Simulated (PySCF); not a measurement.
C4H4ClF, SMILES C=C(F)/C=C\Cl.

Geometry: B3LYP-D3(BJ)/def2-SVP. The structure was generated by enumeration; whether it is a known compound was not checked. The values are those of a single conformer.

Level of theory: PBE/def2-TZVP (PySCF).

Symmetry labels are those of the subgroup Cs that the program uses (full group Cs).

**Question.** List the valence orbital energies around the gap with their symmetry. (An estimate is asked for; the answer gives what the named calculation found.)

**Answer.** 
```
orbital  symmetry  energy (eV)
-------  --------  -----------
HOMO−7         A"       -11.33
HOMO−6         A'       -10.18
HOMO−5         A'        -9.95
HOMO−4         A"        -9.11
HOMO−3         A'        -8.98
HOMO−2         A"        -7.46
HOMO−1         A'        -7.38
HOMO           A"        -5.85
LUMO           A"        -2.27
LUMO+1         A'        -0.12
LUMO+2         A'         0.41
LUMO+3         A"         0.60
```
